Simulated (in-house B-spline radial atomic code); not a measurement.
RPA and G0W0 on SCAN: Ag¹⁹⁺

Configuration [Ar] 3d10, mean-field start SCAN. Computed with an all-electron radial atomic-structure program (B-spline basis): all electrons, non-relativistic, point nucleus, each spin shell either full or empty, empty states to l = 9 with an (l + 1/2)⁻⁴ tail; G0W0 by contour deformation at full frequency.

Without relativity these are model numbers: it shifts the levels of so heavy an element strongly and can reorder them.

Command:
```bash
python run_gw.py task.json out
```
Settings (radii: box in bohr, nucleus in fm):
```
Z                        47
electrons                28
configuration            [Ar] 3d10
hamiltonian              nr
method                   scan,scan
lmax                     9
spin_polarised           False
box_radius               4.23
intervals                48
```

Cost of the run: 0.8 s on 1 thread of Arm Neoverse V2 (shared host).

Energies (hartree):

```csv
term,value
mean-field total,-5054.36422
Hartree-Fock functional on these orbitals,-5052.69546
direct second order,-2.2702
second-order exchange,0.65347
SOSEX correction,0.6298
```

Problem. What is the RPA correlation energy, and what remains with SOSEX?

Solution. RPA gives -2.1223 hartree (-2.06 eV per electron); RPA + SOSEX gives -1.4925, and the second-order doubles -1.6167 hartree (no singles). SOSEX takes back 30 % of the RPA value.

Quasi-particle levels (eV):

```json
{"level": "3d", "occupied": "yes", "mean field": "-861.95", "Σx - vxc": "-32.79", "Σc": "?", "QP weight": "?", "G0W0": "?"}
{"level": "3p", "occupied": "yes", "mean field": "-1046.17", "Σx - vxc": "-42.19", "Σc": "5.74", "QP weight": "0.986", "G0W0": "-1082.62"}
{"level": "3s", "occupied": "yes", "mean field": "-1147.49", "Σx - vxc": "-47.73", "Σc": "7.23", "QP weight": "0.979", "G0W0": "-1187.98"}
{"level": "4s", "occupied": "no", "mean field": "-498.87", "Σx - vxc": "11.00", "Σc": "-1.59", "QP weight": "0.998", "G0W0": "-489.45"}
```

G0W0 = mean field + (Σx - vxc) + Σc, with Σc (partial-wave tail included) taken at the quasi-particle energy. Only the outer levels were computed. Levels of low weight are left out.

Problem. Where does G0W0 put 3d?

Solution. At -892.45 eV, with Σc = 2.29 eV and a quasi-particle weight of 0.990. The tabulated removal energy is 885 ± 4 eV (NIST, tabulated theory); the calculation leaves out relativity, Breit and QED terms, and what these don't explain is the method's own error.
